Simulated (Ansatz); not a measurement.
Relaxation of CH6BClO (10 atoms, charge 0, multiplicity 1), to a largest force component of 0.03 eV/Å in at most 50 steps.

The calculation used Ansatz, RKS PBE/6-31G*.

```xyz
10
Properties=species:S:1:pos:R:3:forces:R:3
B -0.056 -0.296 -0.115 -0.10 -0.12 -0.47
H 0.041 -0.443 1.078 0.02 -0.06 0.48
O 1.060 -0.479 -0.881 0.01 -0.03 -0.06
H 1.837 -0.699 -0.333 0.05 0.03 0.01
C -1.440 -0.033 -0.803 -0.02 -0.04 -0.03
H -2.024 -0.975 -0.773 -0.02 0.01 -0.01
H -2.052 0.723 -0.281 0.05 -0.02 0.01
H -1.335 0.261 -1.860 -0.01 0.00 -0.01
Cl 0.237 2.558 0.979 -0.04 -0.55 0.50
H 0.108 1.353 1.548 0.08 0.78 -0.41
```

Task: Where does it end, and by what steps?

Result: It converged. The force dipped under the threshold on the way, but the program's further checks kept it going. After 27 steps the energy has fallen by 0.125 eV; Cl9 moved furthest, 1.28 Å.

| step | energy less start (eV) | largest force component (eV/Å) | accepted |
| --- | --- | --- | --- |
| 0 | 0.0000 | 0.782 | yes |
| 1 | -0.0499 | 0.819 | yes |
| 2 | -0.0475 | 1.256 | no |
| 3 | -0.0724 | 0.376 | yes |
| 4 | -0.0863 | 0.192 | yes |
| 5 | -0.0958 | 0.155 | yes |
| 6 | -0.1074 | 0.259 | yes |
| 7 | -0.1091 | 0.403 | yes |
| 8 | -0.1113 | 0.418 | yes |
| 9 | -0.1147 | 0.303 | yes |
| 10 | -0.1191 | 0.081 | yes |
| 11 | -0.1194 | 0.067 | yes |
| 12 | -0.1205 | 0.112 | yes |
| 13 | -0.1210 | 0.092 | yes |
| 14 | -0.1212 | 0.179 | yes |
| 15 | -0.1222 | 0.091 | yes |
| 16 | -0.1231 | 0.026 | yes |
| 17 | -0.1235 | 0.039 | yes |
| 18 | -0.1232 | 0.128 | no |
| 19 | -0.1239 | 0.043 | yes |
| 20 | -0.1240 | 0.077 | yes |
| 21 | -0.1243 | 0.071 | yes |
| 22 | -0.1245 | 0.051 | yes |
| 23 | -0.1248 | 0.030 | yes |
| 24 | -0.1247 | 0.124 | no |
| 25 | -0.1250 | 0.028 | yes |
| 26 | -0.1251 | 0.062 | yes |
| 27 | -0.1252 | 0.025 | yes |

```xyz
10
Properties=species:S:1:pos:R:3
B 0.085 -0.316 -0.341
H 0.453 0.052 0.770
O 0.990 -0.964 -1.132
H 1.858 -1.051 -0.691
C -1.375 -0.065 -0.849
H -2.105 -0.552 -0.174
H -1.621 1.013 -0.814
H -1.547 -0.434 -1.873
Cl -0.352 2.713 2.106
H -0.012 1.575 1.557
```

Whether the end is a true minimum wasn't checked by a vibrational analysis.

Run time: 77 s on 1 thread of Arm Neoverse V1, on a shared host, peak memory 0.15 GiB.
